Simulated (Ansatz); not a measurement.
Reaction (redistribution): `[NH2][Al]([OH])[SiH3]` + `CO[SiH](Cl)SC` → `C[O][Al]([OH])[SiH3]` + `CS[SiH](N)Cl`

Gas-phase electronic energies from Ansatz, PBE0-D4/def2-TZVP geometries. CBS: MP2 limit from def2 TZ/QZ plus the TZ coupled-cluster correction, frozen cores. One conformer a species, not always the lowest.

```csv
species,MP2/CBS(def2) energy (Eh)
`[NH2][Al]([OH])[SiH3]`,-664.61274
`CO[SiH](Cl)SC`,-1302.13092
`C[O][Al]([OH])[SiH3]`,-723.72527
`CS[SiH](N)Cl`,-1243.01941
```

Question: Work out ΔE.

Answer: ΔE = (-723.72527) + (-1243.01941) − (-664.61274) − (-1302.13092) = -0.00102 Eh = -2.7 kJ/mol. CCSD(T)/CBS gives -2.0 kJ/mol.

Largest T1 diagnostic among the species: 0.013.
